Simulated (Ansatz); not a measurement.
## Isomers

Structures of CH3BSe, singlet, relaxed at PBE0-D4/def2-TZVP (vibrations not checked; lower isomers may exist, and structures with a doubtful reference or unclear bonds are left out). Program: Ansatz 0.2.0. Basis: def2-TZVPP. Cores are frozen in the correlated methods. Filled d shells of the heavier atoms are correlated. The def2 sets are not built for correlating such inner shells, so the correlated values are less sure here. B3LYP uses VWN-RPA correlation.

Question: Rank them by CCSD(T) energy, lowest first, and give each one's height above the lowest. Links in brackets join atoms within 1.22 times the sum of their covalent radii (1.1 for two metals). (An estimate is asked for; the value comes from the calculation.)
A.
CH₃BSe ([CH2][B][SeH])
```
6
angstrom
B 0.7852 -0.2709 0.4977
C 0.1356 0.8681 0.0592
Se 1.7736 -1.7326 1.1063
H 0.6866 -2.7229 1.0003
H 0.1128 1.1571 -0.9867
H -0.3952 1.5301 0.7360
```
B.
CH₃BSe ([BH]1[CH][SeH]1)
```
6
angstrom
B -0.9665 0.1691 -0.0872
C 0.2127 0.4039 -0.7513
Se 0.6597 -1.1263 0.3684
H -2.0686 0.1778 0.3256
H 0.9196 0.8442 -1.4279
H 1.2430 -0.4687 1.5723
```
C.
CH₃BSe ([BH]1[CH2][Se]1)
```
6
angstrom
B -0.5196 -0.7336 -0.6486
C -0.3969 0.3900 0.3754
Se 0.7054 -1.2771 0.6724
H -1.0225 -1.1151 -1.6485
H -1.1543 0.5439 1.1383
H 0.2054 1.2716 0.1769
```
D.
CH₃BSe ([BH][CH][SeH])
```
6
angstrom
B -1.0638 0.3989 -0.1252
C 0.2214 0.1926 -0.5735
Se 1.6083 -0.7073 0.3807
H -2.1560 0.5681 0.2709
H 0.5684 0.5386 -1.5416
H 0.8217 -0.9910 1.5887
```

Answer: Computed: C (0.0 kJ/mol), A (51.3 kJ/mol), B (129.2 kJ/mol), D (180.6 kJ/mol). Heights count from the lowest.

Question: Do PBE-D4, r2SCAN-D4, PBE0-D4, B3LYP-D4, wB97M-V, HF, MP2 give the same order? (Judge from chemistry; the calculation decides.)

Answer: The calculation gives: All do.

T1 diagnostic: at most 0.016.

For scale, one of the runs: CCSD(T)/def2-TZVPP, 152 basis functions, launched by `ansatz run in.yaml --threads 2 --pin off --events-out ev --progress --plain --max-ram 4352MiB`. Hardware: 2 CPU threads of an Arm Neoverse V2, shared host. Wall time 28 s; peak host memory 1 GiB.
